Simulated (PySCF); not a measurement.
## MNa for M along the fifth-period p block

PBE0 with double-zeta basis sets in PySCF, for the lowest determinant that a PBE0 search found; no spin–orbit coupling. De refers to high-spin ground-configuration atoms. A positive dipole means M(−)Na(+).

```json
{"M": "In", "basis": "def2-SVP", "state (unpaired electrons)": "singlet (closed shell)", "Re (Å)": "3.269", "ωe (cm⁻¹)": "142", "De (eV)": "0.72", "μ (D)": "2.01"}
{"M": "Sn", "basis": "def2-SVP", "state (unpaired electrons)": "quartet (σ ↑, π ↑↑)", "Re (Å)": "2.918", "ωe (cm⁻¹)": "180", "De (eV)": "1.18", "μ (D)": "7.02"}
{"M": "Sb", "basis": "def2-SVP", "state (unpaired electrons)": "triplet (π ↑↑)", "Re (Å)": "2.931", "ωe (cm⁻¹)": "200", "De (eV)": "1.18", "μ (D)": "6.76"}
{"M": "Te", "basis": "def2-SVP", "state (unpaired electrons)": "doublet (π ↑)", "Re (Å)": "2.806", "ωe (cm⁻¹)": "233", "De (eV)": "2.12", "μ (D)": "8.20"}
{"M": "I", "basis": "def2-SVP", "state (unpaired electrons)": "singlet (closed shell)", "Re (Å)": "2.721", "ωe (cm⁻¹)": "254", "De (eV)": "3.22", "μ (D)": "8.99"}
```

The shortest bond is that of NaI (2.721 Å), the longest that of NaIn (3.269 Å). NaI is bound most strongly (3.22 eV) and NaIn least (0.72 eV).

The state changes along the series, so neighbouring rows are not always alike in their bonding.

Closed-shell solutions of metal pairs were not tested for spin polarisation, which can lower them a little. These are scalar-relativistic numbers at best; spin–orbit coupling would shift them, the dissociation energy most. States were picked by a PBE0 search and need not be the measured ground states.
